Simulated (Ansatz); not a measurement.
Consider the formal exchange of groups at the In–C bond: `N#[C][InH2]` + `ClCCl` → `Cl[CH](Cl)[InH2]` + `C#N`.

Program: Ansatz. Geometries: PBE0-D4/def2-TZVP. ΔE: electronic, gas phase. CCSD(T)/CBS is the MP2 limit (def2-TZVPP, def2-QZVPP) plus CCSD(T) − MP2 in def2-TZVPP, frozen cores. This one scheme is used for every species. Functionals use def2-TZVPP. def2 core potentials past Kr. For In outer-core shells are correlated without core-valence functions, which leaves a few kJ/mol of doubt a bond.

`N#[C][InH2]`:

```xyz
5

N    -2.162    1.041    0.649
C    -1.158    0.557    0.348
In    0.700   -0.337   -0.210
H     1.706   -0.743    1.103
H     0.915   -0.518   -1.890
```

`ClCCl`:

```xyz
5

Cl    1.597    0.194    0.506
C    -0.083    0.117   -0.020
Cl   -0.644   -1.533   -0.283
H    -0.701    0.564    0.754
H    -0.169    0.657   -0.957
```

`Cl[CH](Cl)[InH2]`:

Cartesian coordinates in Å:
```
Cl -0.735 -1.076 1.924
C -0.738 -0.517 0.249
Cl -0.260 -1.842 -0.880
In 0.806 0.937 -0.288
H -1.768 -0.281 -0.005
H 2.294 0.733 0.531
H 0.401 2.047 -1.532
```

`C#N`:

Cartesian coordinates in Å:
```
C -0.004 0.017 0.019
N 0.171 -0.750 -0.814
H -0.167 0.733 0.795
```

```tsv
level	ΔE (kcal/mol)
BLYP-D4	14.4
B97M-V	16.2
PBE-QIDH	17.5
BHLYP	19.6
RPA@PBE/def2-TZVPP	17.0
CCSD(T)/def2-SVP	16.0
MP2/CBS(def2)	14.4
CCSD/CBS(def2)	16.0
```

What does CCSD(T)/CBS give? (An estimate is asked.)

Computed: +15.1 kcal/mol. The listed levels differ from it by -0.7, 1.1, 2.4, 4.5, 1.9, 0.9, -0.7, 0.9 kcal/mol.

Largest T1 diagnostic among the species: 0.015.

From BLYP to BHLYP (50 % exact exchange), in def2-TZVPP and without D4, ΔE moves by +3.2 kcal/mol. At CCSD(T), def2-SVP lies +0.9 kcal/mol from the extrapolated value and def2-TZVPP +1.9 kcal/mol.
